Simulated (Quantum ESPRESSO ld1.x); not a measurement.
Results of a calculation; reference values are marked as such.
Q: F II, configuration [He] 2s2 2p4. Level of theory: scalar-relativistic Kohn-Sham, LDA (Slater exchange, VWN5 correlation), spin-polarised, spherical densities, point nucleus; open shells are filled with parallel spins first (ld1.x of Quantum ESPRESSO 7.5). Some entries of the table are withheld. Estimate them.

orbital  occ.  eigenvalue (eV)  <r> (bohr)
1s up       1         -680.132      0.1774
1s down     1         -678.243      0.1770
2s up       1              (1)      0.9591
2s down     1              (2)      0.9799
2p up       3         -30.0191      0.9660
2p down     1         -26.1832       1.011
3s up       0              (3)       3.637
3s down     0              (4)       3.786
3p up       0          -3.8834         (5)
3p down     0          -3.6691         (6)

A: 
(1) 2s up eigenvalue (eV): -48.5980
(2) 2s down eigenvalue (eV): -44.8384
(3) 3s up eigenvalue (eV): -6.4517
(4) 3s down eigenvalue (eV): -6.1049
(5) 3p up <r> (bohr): 4.705
(6) 3p down <r> (bohr): 4.964
